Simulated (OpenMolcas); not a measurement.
# OpenMolcas input wanted

The species is GeF2 (3 atoms), meant as a singlet with charge 0. SMILES: `[F][Ge][F]`. Geometry: relaxed at PBE0-D4/def2-TZVP.

```xyz
3

F    -0.6759   -1.1018   -0.4975
Ge    0.6375   -0.2952    0.3202
F     0.0276    1.3321    0.1641
```

Settings wanted:

- method: DFT
- reference: RKS
- integral approximation: none
- symmetry: none
- basis set: def2-TZVPP
- task: gradient
- functional: PBE0
- nucleus: point
- integration grid: UltraFine
- SCF convergence threshold: 1e-10

Problem. Give an OpenMolcas 26.06 job that does this.

Solution. This one ran through:

mol.xyz:
```
3

F     -0.675900    -1.101800    -0.497500
Ge     0.637500    -0.295200     0.320200
F      0.027600     1.332100     0.164100
```

run.input:
```
&GATEWAY
  BasLib = $CurrDir
  Coord = mol.xyz
  Basis = def2-TZVPP
  Group = NoSym

&SEWARD
  GridInput
  Grid=UltraFine
  End of Grid

&SCF
  KSDFT = PBE0
  Thresholds = 1e-10 1e-07 1e-07 1e-05
  PrOrbitals = 1

&ALASKA
```

```bash
$ export MOLCAS_MEM=1860
$ pymolcas run.input > run.log
```

(Basis files named in the input come from the Basis Set Exchange and aren't shown.)

Calculated total energy: -2276.40756 Eh, largest force 0.005 eV/Å.
